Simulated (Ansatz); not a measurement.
Input for Ansatz (a program for electronic structure): U-B97M-V/def2-TZVPP on NH-, 2S+1 = 2, a spin state set in the input, which need not be the lowest, a point of a bond scan (R = 1.049 Å). Charge -1.

Ansatz 0.2 input:
```yaml
crystal:
  periodic: [false, false, false]
  atoms:
    - {symbol: H, position_ang: [0.00000000, 0.00000000, 0.00000000]}
    - {symbol: N, position_ang: [0.00000000, 0.00000000, 1.04936100]}
basis:
  gaussian:
    orbitals: def2-TZVPP
    pivot_positions_ang: [[0.00000000, 0.00000000, 0.00000000], [0.00000000, 0.00000000, 1.04936100]]
hamiltonian:
  xc: {name: B97M-V}
total_charge: -1
magnetization: {spin_polarized: true, initial_magnetization: 1}
output: {forces: true, orbitals: {seedname: ./end}}
```

Output:

```
WARN ansatz: RAYON_NUM_THREADS=1 ignored (pool sized by the plan → 1); use --threads N
Functional definition: B97M-V
integrals: 0.01 GiB planned
214 factors; their error is unknown
mean field: 0.11 GiB planned
mean field evaluation 1: about -1502.0502 eV, gradient 1.2e1 eV
mean field evaluation 2: about -1501.3406 eV, gradient 1.7e1 eV
mean field evaluation 4: about -1502.6621 eV, gradient 3.9e-1 eV
mean field evaluation 8: about -1502.6604 eV, gradient 2.6e-3 eV
mean field evaluation 16: about -1502.6630 eV, gradient 2.3e-1 eV
mean field -1502.66039974 eV, -55.2217511505 hartree, gradient 2.3e-5 eV, S^2 0.755245; 1 other end points of the search recorded, 0 dependent functions left out
the calculation of the forces begins
reference -1502.66042905 eV, -55.2217522277 hartree; 5, 4 occupied and 40, 41 virtual orbitals, 214 factors
Total energy: -1502.66042905 eV, -55.2217522277 hartree
Atom 0 at     0.000000     0.000000     0.000000 Å, force     0.000000    -0.000000     0.156440 eV/Å
Atom 1 at     0.000000     0.000000     1.049361 Å, force    -0.000000     0.000000    -0.156440 eV/Å
Dipole moment:     0.000000    -0.000000    -0.259858 e Å
```

The run converged.

Cost: very roughly 1.9 core-seconds.
